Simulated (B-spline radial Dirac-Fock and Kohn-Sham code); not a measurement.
**Photoemission from In at 1410 eV, detector at θ = 54.7°, φ = 180°**

System: atomic indium, configuration [Kr] 4d10 5s2 5p1. These are calculated numbers from a radial B-spline solver; the model is Dirac-Hartree-Slater photoionisation with a Latter tail; cross sections with all multipoles, angular parameters from the dipole term and its interference with E2. Thresholds are tabulated edges, those marked * orbital energies of the model. For linearly polarised light dσ/dΩ = σ/(4π) [1 + β P₂(cos θ) + (δ + γ cos²θ) sin θ cos φ], with θ from the polarisation vector and φ the angle between the beam and the projection of the electron momentum on the plane normal to the polarisation. The dipole factor is 1 + βP₂ and the non-dipole term is the rest of the bracket. Open shells are filled statistically over j.

Input of the calculation (task.json; shells as n, l, electrons):

```json
{"items": [{
  "Z": 49,
  "q": 0,
  "cfg": [[1, 0, 2], [2, 0, 2], [2, 1, 6], [3, 0, 2], [3, 1, 6], [3, 2, 10], [4, 0, 2], [4, 1, 6], [4, 2, 10], [5, 0, 2], [5, 1, 1]],
  "A": 115,
  "rrms": 4.6156,
  "do": "xps",
  "hv": [79.4, 80, 103.0, 146.0, 150, 181.0, 199.0, 243.0, 352.0, 400, 500.0, 509.0, 534.0, 905.0, 970.0, 985.0, 1000, 1140.0, 1253.6, 1370.0, 1410.0, 1610.0, 2000, 2860.0, 3030.0, 4170.0, 9251.7, 9740.0, 12000],
  "edges": {"K": 27940.0, "L1": 4238.0, "L2": 3938.0, "L3": 3730.0, "M1": 827.2, "M2": 703.2, "M3": 665.3, "M4": 451.4, "M5": 443.9, "N1": 122.9, "N2": 73.5, "N3": 73.5}
}]}
```

Launch: `python xray2_run.py task.json out`

```
subshell  threshold (eV)  σ (kb)     β      γ       δ  dipole factor  non-dipole term  dσ/dΩ (kb/sr)
      3s           827.2    47.9  1.99   0.36   0.000          1.002           -0.097           3.45
   3p1/2           703.2    65.8  1.54   0.03   0.005          1.001           -0.013           5.18
   3p3/2           665.3     135  1.56   0.00   0.005          1.001           -0.005           10.7
   3d3/2           451.4     143  1.22   0.17   0.050          1.001           -0.089           10.4
   3d5/2           443.9     207  1.21   0.19   0.050          1.001           -0.092           15.0
      4s           122.9    11.1  1.99   0.06   0.000          1.002           -0.016          0.868
   4p1/2           73.50    12.3  1.69  -0.02  -0.001          1.001           +0.006          0.987
   4p3/2           73.50    24.3  1.71  -0.02   0.002          1.002           +0.005           1.95
   4d3/2          24.66*    14.6  1.32   0.27   0.043          1.001           -0.108           1.04
   4d5/2          23.71*    21.0  1.30   0.28   0.044          1.001           -0.111           1.49
      5s          10.32*    1.09  1.99   0.03   0.000          1.002           -0.009         0.0863
   5p1/2           4.63*  0.0947  1.70  -0.02  -0.001          1.001           +0.005        0.00759
   5p3/2           4.33*   0.169  1.72  -0.02   0.002          1.002           +0.004         0.0135
```
